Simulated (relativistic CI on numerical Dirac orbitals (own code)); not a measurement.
A reference radial Dirac CI calculation of Hf3+ gave the lowest total energy -15061.06489 Ha in 38 SCF steps, from this input:

```
atom Hf  Z=72  charge=3  electrons=69
nucleus A=180  rms_radius_fm=5.3470
hamiltonian dirac-coulomb  breit=on  qed=on  c_scale=1
orbitals kli  potential=per-configuration
slater_scale 1
correlation none
mixing on
grid step=0.0125 r_max=64.9
scf mixing=0.4 start=green max_iterations=150 tolerance=2e-08 node_fill=0.05
configurations
  [Xe] 4f14 5d
  [Xe] 4f14 6s
  [Xe] 4f14 6p
end
```

One setting was then changed (and the iteration limit cut to 57), and the output read:

```
SCF 1: [Xe] 4f14 5d
 iter      energy (Ha)   residual   last orbital (Ha)
    1    -15029.468519   3.97e+00     -3.22324
      5d3/2 not found; potential halved back
    3    -15063.640715   2.69e+00     -2.39079
      5d3/2 not found; potential halved back
      5d5/2 not found; potential halved back
      5d3/2 not found; potential halved back
    7    -15067.933678   2.46e+00     -2.27547
      5d5/2 not found; potential halved back
      5d3/2 not found; potential halved back
      5d5/2 not found; potential halved back
   11    -15071.545723   2.25e+00     -2.15653
      5d3/2 not found; potential halved back
      5d3/2 not found; potential halved back
      5d3/2 not found; potential halved back
      5d3/2 not found; potential halved back
      5d3/2 not found; potential halved back
      5d3/2 not found; potential halved back
      5d3/2 not found; potential halved back
      5d3/2 not found; potential halved back
      5d3/2 not found; potential halved back
      5d3/2 not found; potential halved back
      5d3/2 not found; potential halved back
      5d5/2 not found; potential halved back
      5d5/2 not found; potential halved back
      5d5/2 not found; potential halved back
      5d5/2 not found; potential halved back
   27    -15071.546484   2.25e+00     -2.15650
      5d3/2 not found; potential halved back
      5d3/2 not found; potential halved back
      5d5/2 not found; potential halved back
      5d3/2 not found; potential halved back
error: SCF of 1s2 2s2 2p6 3s2 3p6 3d10 4s2 4p6 4d10 4f14 5s2 5p6 5d stopped: an orbital could not be found
end: not converged
```

Problem. Which setting was changed?
A. start potential
B. configuration list
C. Breit term
D. end of the grid

Solution. D. The end of the grid at 1.95 bohr. This setting is bad on purpose; its numbers may not be properties of the ion.
